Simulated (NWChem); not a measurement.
System: AlBrCl$_{2}$; SMILES [Cl][Al]([Cl])[Br]

Program: NWChem. All runs use the structure optimised with PBE0/def2-SVP.

Diagonal of the polarisability tensor at PBE0/def2-SVPD, static: 56.06, 75.12, 81.42 bohr³.

**Question.** Find the mean polarisability volume, the molar refraction, and the refractive index that an ideal gas of it would have at 273.15 K and 1 atm.

**Answer.** 
1. Mean: one third of the trace = 70.87 bohr³ × 0.14818 Å³/bohr³ = 10.50 Å³.
2. Molar refraction (Lorentz-Lorenz): (4π/3) N_A α = 26.5 cm³/mol.
3. Number density p/kT = 2.687 × 10⁻⁵ Å⁻³; n − 1 = 2π N α = 17.73 × 10⁻⁴.
4. These hold the electronic response alone: vibrational and orientational terms add to the static dielectric constant.
